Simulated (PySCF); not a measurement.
IrF6, SMILES [F][Ir]([F])([F])([F])([F])[F] (connectivity only; charge and spin as stated), neutral, multiplicity 4.

Coordinates come from a PBE0-D3(BJ)/def2-SVP optimisation. The spin state was assumed, not searched. The isomer is the one that the SMILES or the coordinates give; other isomers of the formula were not compared. The def2 effective core potentials stand for the cores of Ir; spin–orbit coupling is left out.

The numbers are results of PBE0-D3(BJ)/def2-SVP (PySCF), not measurements.

Frequencies are harmonic and unscaled.

Modes within 1.5 cm⁻¹ of each other (mostly degenerate sets) share a row, with their intensities summed.

| mode | ν (cm⁻¹) | IR (km/mol) | moving atoms (share of kinetic energy) |
|---|---|---|---|
| 1–3 | 206 | 0.0 | F 100 % |
| 4–6 | 266 | 0.0 | F 100 % |
| 7–9 | 281 | 51.4 | F 80 %, Ir 20 % |
| 10–11 | 676 | 0.0 | F 100 % |
| 12 | 726 | 0.0 | F 100 % |
| 13–15 | 742 | 478.4 | F 83 %, Ir 17 % |
